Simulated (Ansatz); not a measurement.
`N[Si](N)(O)Br` and `N[Si](O)(Cl)Br` differ in one atom or group.

Ansatz, PBE0-D4/def2-TZVP geometries, multiplicity 1. Each molecule was computed in one conformer, which needn't be the lowest.

Scalar relativity is left out up to krypton.

```csv
property,`N[Si](N)(O)Br`
HOMO–LUMO gap (PBE/def2-TZVPP) / eV,6.02
HOMO energy (PBE/def2-TZVPP) / eV,-6.24
HOMO energy (ωB97M-V/def2-TZVPP) / eV,-9.97
HOMO–LUMO gap (B3LYP/def2-TZVPP) / eV,7.68
HOMO energy (PBE0/def2-TZVPP) / eV,-7.66
HOMO–LUMO gap (PBE0/def2-TZVPP) / eV,8.31
```

(1) Give the same properties after the change, and the shifts. (Best estimate.)

Results:

(1) Computed: 
```
                             property  `N[Si](O)(Cl)Br`  shift
  HOMO–LUMO gap (PBE/def2-TZVPP) / eV              5.95  -0.07
    HOMO energy (PBE/def2-TZVPP) / eV             -6.64  -0.40
HOMO energy (ωB97M-V/def2-TZVPP) / eV            -10.33  -0.36
HOMO–LUMO gap (B3LYP/def2-TZVPP) / eV              7.69   0.01
   HOMO energy (PBE0/def2-TZVPP) / eV             -8.05  -0.39
 HOMO–LUMO gap (PBE0/def2-TZVPP) / eV              8.30  -0.01
```

The zero-point energy changes by -65.5 kJ/mol with -6 modes.

B3LYP here is the variant with VWN-RPA as its local correlation; programs differ in this.

Spin–orbit coupling is left out; it splits and shifts lone-pair levels of the heavy atoms by tenths of an eV.
